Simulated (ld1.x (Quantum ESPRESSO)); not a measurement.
## u(r) = r·R(r): atom against pseudo-atom (aluminium (Al))

Columns: radius, all-electron u(r) and pseudo u(r) of the 3s shell (level -7.84 eV) of aluminium in the configuration [Ne] 3s2 3p1; LDA (PZ), scalar-relativistic, PAW scheme, ld1.x (Quantum ESPRESSO) 7.5.

```
r (bohr)  all-electron  pseudo
   0.125        0.0777  0.0772
   0.250       -0.1727  0.1533
   0.375       -0.2943  0.2270
   0.500       -0.2810  0.2973
   0.625       -0.1875  0.3632
   0.750       -0.0580  0.4240
   0.875        0.0801  0.4789
   1.000        0.2111  0.5275
   1.125        0.3274  0.5694
   1.250        0.4257  0.6046
   1.375        0.5054  0.6330
   1.500        0.5675  0.6548
   1.625        0.6136  0.6704
   1.750        0.6454  0.6800
   1.875        0.6647  0.6841
   2.000        0.6736  0.6831
   2.125        0.6736  0.6774
   2.250        0.6664  0.6675
   2.375        0.6533  0.6535
   2.500        0.6357  0.6357
   2.625        0.6146  0.6146
   2.750        0.5908  0.5908
   2.875        0.5653  0.5653
   3.000        0.5386  0.5386
   3.125        0.5112  0.5112
   3.250        0.4836  0.4836
```

Q: How many radial nodes do the two functions have?

A: The all-electron 3s function has n − l − 1 = 2; the pseudo-wave has 0, since the states of the same l below it are removed with the core.

Q: At about which radius was the pseudo-wave matched?

A: 2.50 bohr, where the columns begin to agree (steps of 0.12 bohr).

Q: Is the pseudo-wave norm-conserving?

A: No, it belongs to a PAW set: the norm inside the radius is not constrained, and the difference is carried by the augmentation charge.
